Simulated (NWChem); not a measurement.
System: CH4AlFO; SMILES C[O][AlH][F]

The following NWChem deck was run.

```
start job
memory heap 200 mb stack 900 mb global 1100 mb
geometry units angstroms noautoz
  Al    -0.586052     0.625802     0.017133
  H     -1.941286     1.387926    -0.155172
  F      0.815029     1.475748     0.306573
  O     -0.544613    -1.050181    -0.089930
  C      0.292430    -2.156274    -0.026437
  H      0.257529    -2.723183    -0.973273
  H      1.346644    -1.885568     0.164996
  H     -0.030251    -2.840578     0.777741
end
basis spherical
  * library 6-31+g*
end
dft
  xc xcamb88 1.00 lyp 0.81 vwn_5 0.19 hfexch 1.00
  cam 0.33 cam_alpha 0.19 cam_beta 0.46
  iterations 150
end
tddft
  cis
  nroots 8
  notriplet
end
task tddft energy
```

Structure relaxed at the PBE0/def2-SVP level.

Vertical excitations in the gas phase.

Task: Predict the main results of this run. (CAM-B3LYP/6-31+G* (spherical d), TDA.) Quantities: lowest excitation, singlet (eV); lowest state with f > 0.02, singlet (eV); oscillator strength of that bright state; orbital gap (eV).

Result: 
```json
{
 "lowest excitation, singlet (eV)": "6.89",
 "lowest state with f > 0.02, singlet (eV)": "7.37",
 "oscillator_strength_of_that_bright_state": "0.091",
 "orbital gap (eV)": "10.11"
}
```
